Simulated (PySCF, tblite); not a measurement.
Isomers of C8H9NSi. Computed values, GFN2-xTB/tblite, gas phase, harmonic and unscaled. Against measured fundamentals such values can be off by several per cent, at times by over 20. Modes of hydrogen on silicon can be 10 to 20 % off. One conformer each.

Electronic energies: PBE0/pcSseg-1 single points on the GFN2-xTB geometries (PySCF, gas phase).

```tsv
SMILES	electronic energy, lowest = 0 (kcal/mol)
CC#C/C=C/C(C#N)=C\[SiH3]	17.1
C=C(C#CC)/C=C\[SiH2]C#N	10.6
N#CC1(/C=C/[SiH3])C=CC=C1	0.0
N#CC1(/C=C\[SiH3])C=CC=C1	3.2
```

How do GFN2-xTB zero-point energies change the relative energies?

| SMILES | ZPE (kcal/mol) | of it from modes above 1550 cm⁻¹ | electronic (kcal/mol) | with ZPE, lowest = 0 (kcal/mol) | lowest mode (cm⁻¹) | rings |
| --- | --- | --- | --- | --- | --- | --- |
| N#CC1(/C=C/[SiH3])C=CC=C1 | 84.9 | 44.5 | 0.0 | 0.0 | 33 | 1 |
| N#CC1(/C=C\[SiH3])C=CC=C1 | 85.1 | 44.4 | 3.2 | 3.4 | 36 | 1 |
| C=C(C#CC)/C=C\[SiH2]C#N | 84.8 | 48.2 | 10.6 | 10.5 | 20 | 0 |
| CC#C/C=C/C(C#N)=C\[SiH3] | 83.1 | 46.9 | 17.1 | 15.4 | 11 | 0 |

The zero-point energies span 2.0 kcal/mol, from `CC#C/C=C/C(C#N)=C\[SiH3]` to `N#CC1(/C=C\[SiH3])C=CC=C1`. The order is unchanged.

And how do the electronic energies of GFN2-xTB itself compare?

`N#CC1(/C=C/[SiH3])C=CC=C1` 0.0; `N#CC1(/C=C\[SiH3])C=CC=C1` 0.8; `C=C(C#CC)/C=C\[SiH2]C#N` 32.2; `CC#C/C=C/C(C#N)=C\[SiH3]` 18.4 kcal/mol, lowest = 0. Against the energies above, taken from the same isomer `N#CC1(/C=C/[SiH3])C=CC=C1`, the largest difference is 21.6 kcal/mol.
